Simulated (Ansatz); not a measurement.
Calculated with Ansatz (gas phase, PBE0-D4/def2-TZVP geometries, no zero-point term in ΔE). CCSD(T)/CBS adds triple-zeta CCSD(T) − MP2 to the extrapolated MP2 energy (def2 sets, frozen cores). Functionals use def2-TZVPP. def2 core potentials past Kr. For Br, In outer-core shells are correlated without core-valence functions, which leaves a few kJ/mol of doubt a bond. Scalar relativity is left out up to krypton. Each species was taken in one conformer, which may not be the lowest.

`C[CH2][In]([Cl])[Cl]` + `N=CBr` → `C/N=C\Br` + `[CH3][In]([Cl])[Cl]`  (substitution at a C–C bond)

```csv
level,ΔE (kcal/mol),difference from CCSD(T)/CBS
PBE-D4,-3.8,-1.9
r2SCAN-D4,-3.9,-2.0
ωB97X-V,-2.1,-0.2
ωB97M-V,-1.9,0.0
B2PLYP,-3.2,-1.3
PBE,-3.9,-2.0
r2SCAN,-3.9,-2.0
PBE0,-3.0,-1.1
HF/def2-TZVPP,-1.7,0.2
MP2/def2-TZVPP,-2.4,-0.5
CCSD(T)/def2-TZVPP,-2.1,-0.2
HF/def2-QZVPP,-1.6,0.3
MP2/def2-QZVPP,-2.2,-0.3
SCS-MP2/def2-QZVPP,-2.0,-0.1
HF/CBS(def2),-1.6,0.3
CCSD/CBS(def2),-1.3,0.6
CCSD(T)/CBS,-1.9,0
```

Largest T1 diagnostic among the species: 0.012.

From PBE to PBE0 (25 % exact exchange), in def2-TZVPP and without D4, ΔE moves by +0.9 kcal/mol.
